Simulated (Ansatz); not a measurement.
A structure relaxed at PBE-D4/def2-SVP in Ansatz, charge 0, singlet:

```xyz
30

P    -1.0862    2.1376   -1.4869
Ga    0.7143    0.8219   -2.4324
Ga    1.9102    2.3141    1.0165
P     2.2733    0.6265   -0.6852
P    -0.4292   -1.3132   -2.4597
Ga    2.6736   -1.6953   -0.1150
Ga   -1.9657    1.6505    0.7167
P    -0.0564    1.3468    2.0523
P    -2.7448   -0.5975    0.2624
Ga   -1.2044   -2.3423   -0.4086
Ga   -0.0166   -0.8627    3.0485
P     0.6054   -2.1239    1.0740
H    -0.6564    3.4989   -1.4796
H    -2.1582    2.2501   -2.4297
H     1.0849    1.3019   -3.8847
H     1.4411    3.6370    0.2689
H     3.1042    2.2661    2.0454
H     3.4614    1.0469   -1.3670
H    -1.4848   -1.2911   -3.4271
H     0.4374   -2.2483   -3.1018
H     2.6133   -2.5252   -1.4701
H     3.8737   -1.7703    0.9052
H    -3.1528    2.6121    1.0948
H    -0.3696    2.2305    3.1358
H    -3.8615   -0.5584   -0.6330
H    -3.4187   -1.0561    1.4342
H    -1.9491   -3.7010   -0.6848
H     1.1650   -0.9308    4.0905
H    -1.5210   -1.2467    3.3925
H     0.7179   -3.4782    1.5280
```

Task: Give its formula and point group.

Result: Ga₆P₆H₁₈, a cluster cut from wurtzite GaP (hydrogen-capped). Point group C3v (tolerance 0.1 Å).

Task: Summarise the bond lengths by kind (pairs closer than 1.2 times the sum of covalent radii, bridged metal pairs left out).

Result: 15 × Ga–P 2.35 to 2.42 Å; 9 × H–P 1.43 Å; 9 × Ga–H 1.57 to 1.59 Å.
